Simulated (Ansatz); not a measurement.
Coupled-cluster run, BGeH9Si2, SMILES `[SiH3][SiH2][BH][GeH3]`.

```yaml
crystal:
  periodic: [false, false, false]
  atoms:
    - {symbol: Si, position_ang: [-1.628369, -0.002069, 1.481799]}
    - {symbol: Si, position_ang: [0.306252, -1.203090, 0.857877]}
    - {symbol: B, position_ang: [1.276785, 0.252101, -0.058922]}
    - {symbol: Ge, position_ang: [0.902030, 0.723259, -2.025512]}
    - {symbol: H, position_ang: [-1.277766, 1.105954, 2.409559]}
    - {symbol: H, position_ang: [-2.282149, 0.574013, 0.276329]}
    - {symbol: H, position_ang: [-2.588789, -0.912869, 2.161014]}
    - {symbol: H, position_ang: [-0.144482, -2.309540, -0.030824]}
    - {symbol: H, position_ang: [0.918098, -1.769436, 2.091555]}
    - {symbol: H, position_ang: [2.015254, 0.965733, 0.554511]}
    - {symbol: H, position_ang: [-0.274106, -0.060288, -2.635736]}
    - {symbol: H, position_ang: [2.165058, 0.374670, -2.841758]}
    - {symbol: H, position_ang: [0.632681, 2.226861, -2.224992]}
basis:
  gaussian: {orbitals: def2-TZVPP}
correlation: {method: ccsd_t}
```

```sh
$ ansatz run in.yaml --threads 4 --pin off --events-out ev --progress --plain --max-ram 10444MiB
```

Log, shortened:

```
Functional definition: HF
1675 factors; integrals over basis functions are off by at most 8.2e-4 eV
mean field evaluation 1: about -73009.3102 eV, gradient 1.9e1 eV
mean field evaluation 2: about -73009.4979 eV, gradient 1.9e1 eV
mean field evaluation 4: about -73011.7990 eV, gradient 3.3e0 eV
mean field evaluation 8: about -73011.8230 eV, gradient 2.5e-1 eV
mean field evaluation 16: about -73011.8235 eV, gradient 1.4e-6 eV
mean field -73011.82352294 eV, -2683.1350252765 hartree, gradient 1.4e-6 eV, S^2 0.000000; 0 other end points of the search recorded, 0 dependent functions left out
20 core orbitals not correlated: weight in the atoms' cores, before any rotation towards them, 1.000 or more for the frozen orbitals, at most 0.000 for the correlated occupied ones
reference -73011.82352294 eV, -2683.1350252765 hartree; 17, 17 occupied and 252, 252 virtual orbitals, 1675 factors
second order -16.88907858 eV of doubles, -0.00000000 eV of singles
cycle   1  -18.06180908 eV  change    -1.2e0 eV  update   1.1e-1
cycle   2  -18.76984338 eV  change   -7.1e-1 eV  update   3.6e-2
cycle   3  -18.84722822 eV  change   -7.7e-2 eV  update   1.7e-2
cycle   4  -18.83716717 eV  change    1.0e-2 eV  update   5.6e-3
cycle   5  -18.83570435 eV  change    1.5e-3 eV  update   2.5e-3
cycle   6  -18.83451731 eV  change    1.2e-3 eV  update   9.4e-4
cycle   7  -18.83456515 eV  change   -4.8e-5 eV  update   4.1e-4
cycle   8  -18.83475973 eV  change   -1.9e-4 eV  update   1.6e-4
cycle   9  -18.83477031 eV  change   -1.1e-5 eV  update   5.8e-5
cycle  10  -18.83474363 eV  change    2.7e-5 eV  update   2.7e-5
perturbative correction -0.67535801 eV, -0.0248189490 hartree
Total energy: -73031.33362457 eV, -2683.8520082870 hartree
```

Run time 5.5 min (4 threads of an Arm Neoverse V1 on a shared host); peak host memory 8.2 GiB.

MP2 recovers 86.6 % of the CCSD(T) correlation energy and the triples give 3.5 %; T1 = 0.0143.
